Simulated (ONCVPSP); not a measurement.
**Transferability test, ONCV potential for Re**

| Property | Result |
| --- | --- |
| Element | Re |
| Generator | ONCVPSP 4.0.1 |
| Type | optimised norm-conserving Vanderbilt (ONCV) |
| Functional | PBE |
| Relativity | scalar-relativistic |
| Frozen core | [Kr] 4d10 4f14 |
| Valence charge | 15 |
| Reference configuration | 5s2 5p6 5d5 6s2 |
| Partial waves | 5s+6s: rc 1.60 bohr, ncon 3, nbas 6, qcut 9.2 1/bohr, 2 projectors; 5p: rc 2.00 bohr, ncon 4, nbas 8, qcut 6.9 1/bohr, 1 projector; 5d: rc 2.25 bohr, ncon 4, nbas 8, qcut 8.4 1/bohr, 1 projector |
| Local potential | polynomial inside 1.25 bohr (lpopt 3, dvloc0 0 Ha) |
| Core correction | none |

Energies are relative to the spin-unpolarised reference configuration 5s2 5p6 5d5 6s2; without spin polarisation the order of configurations can differ from experiment.

```
valence configuration  charge  ΔE all-electron (eV)  error AE − PS (meV)
      5s2 5p6 5d5 6s0      +2                25.571                 -3.0
      5s2 5p6 5d4 6s0      +3                52.699                 +3.4
      5s2 5p6 5d4 6s2      +1                 9.960                 -0.2
```

(1) What are ΔE and the potential's error for 5s2 5p6 5d5 6s1?

Results:

(1) ΔE = 9.248 eV all-electron; the error (AE − PS) is -2.6 meV.
